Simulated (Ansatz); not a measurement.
One change: `CO[SiH](O)Br` becomes `O[SiH](O)Br`.

Ansatz, PBE0-D4/def2-TZVP geometries, multiplicity 1. Each molecule was computed in one conformer, which needn't be the lowest.

Scalar relativity is left out up to krypton.

```
                             property  `CO[SiH](O)Br`
   LUMO energy (PBE0/def2-TZVPP) / eV            0.63
  HOMO energy (B3LYP/def2-TZVPP) / eV           -8.22
    LUMO energy (PBE/def2-TZVPP) / eV           -0.28
HOMO–LUMO gap (B3LYP/def2-TZVPP) / eV            8.52
  LUMO energy (B3LYP/def2-TZVPP) / eV            0.31
HOMO energy (ωB97M-V/def2-TZVPP) / eV          -10.75
```

**Question.** What does the change do to each property? (Estimate.)

**Answer.** Ansatz gave: 
| property | `O[SiH](O)Br` | shift |
| --- | --- | --- |
| LUMO energy (PBE0/def2-TZVPP) / eV | 0.57 | -0.06 |
| HOMO energy (B3LYP/def2-TZVPP) / eV | -8.33 | -0.11 |
| LUMO energy (PBE/def2-TZVPP) / eV | -0.35 | -0.07 |
| HOMO–LUMO gap (B3LYP/def2-TZVPP) / eV | 8.53 | 0.01 |
| LUMO energy (B3LYP/def2-TZVPP) / eV | 0.20 | -0.11 |
| HOMO energy (ωB97M-V/def2-TZVPP) / eV | -10.85 | -0.10 |

With PBE0 the HOMO falls by 0.12 eV and the LUMO falls by 0.06 eV, so the gap widens by about 0.06 eV. PBE moves the HOMO by -0.16 eV and ωB97M-V by -0.10 eV.

B3LYP here is the variant with VWN-RPA as its local correlation; programs differ in this.

Spin–orbit coupling is left out; it splits and shifts lone-pair levels of the heavy atoms by tenths of an eV.
